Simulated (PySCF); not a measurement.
B(Br)2(OH) (BBr₂HO), SMILES OB(Br)Br. Atoms are numbered in the order given.

```xyz
5

B      0.6482    -0.0105     0.0000
Br    -0.3211     1.6541     0.0000
Br    -0.2932    -1.6692     0.0000
O      1.9842    -0.0329     0.0000
H      2.3849     0.8448     0.0000
```
Charge 0, spin multiplicity 1.

Geometry optimised at PBE0-D3(BJ)/def2-SVP. The values are those of a single conformer.

Level of theory: TDDFT-LC-ωPBE/def2-SVPD (PySCF).

Vertical excitations. The molecule is in vacuum. State labels are in the subgroup Cs.

Computed excitation energies, oscillator strengths and character:
| state | symmetry | energy (eV) | λ (nm) | f | main pairs |
|---|---|---|---|---|---|
| S1 | A" | 6.51 | 191 | 0.000 | HOMO→LUMO+1 98 % |
| S2 | A' | 7.28 | 170 | 0.129 | HOMO−1→LUMO+1 91 % |
| S3 | A" | 7.32 | 169 | 0.000 | HOMO−2→LUMO+1 97 % |
| S4 | A' | 7.79 | 159 | 0.106 | HOMO→LUMO 50 %, HOMO→LUMO+9 12 %, HOMO→LUMO+2 8 %, HOMO→LUMO+4 8 % |
| S5 | A' | 7.84 | 158 | 0.051 | HOMO−3→LUMO+1 86 % |
| S6 | A" | 8.02 | 155 | 0.000 | HOMO−1→LUMO 34 %, HOMO−1→LUMO+9 19 %, HOMO−1→LUMO+2 13 %, HOMO−1→LUMO+4 11 % |
| S7 | A" | 8.14 | 152 | 0.000 | HOMO−4→LUMO+1 88 % |
| S8 | A' | 8.24 | 150 | 0.001 | HOMO→LUMO 25 %, HOMO→LUMO+4 22 %, HOMO→LUMO+3 10 %, HOMO−2→LUMO+2 8 % |
| S9 | A' | 8.38 | 148 | 0.074 | HOMO−2→LUMO 29 %, HOMO→LUMO+3 15 %, HOMO−2→LUMO+9 8 %, HOMO−2→LUMO+2 7 % |
| S10 | A" | 8.46 | 146 | 0.035 | HOMO−3→LUMO 24 %, HOMO−1→LUMO+3 17 %, HOMO−3→LUMO+9 16 %, HOMO−3→LUMO+2 12 % |
| T1 | A" | 6.35 | 195 | 0 | HOMO→LUMO+1 97 % |
| T2 | A' | 6.51 | 190 | 0 | HOMO−1→LUMO+1 93 % |
| T3 | A' | 6.83 | 182 | 0 | HOMO−3→LUMO+1 92 % |
| T4 | A" | 7.14 | 174 | 0 | HOMO−2→LUMO+1 93 % |
Triplets are in the Tamm–Dancoff approximation, which puts them higher than full response would, so one can lie above its singlet here.
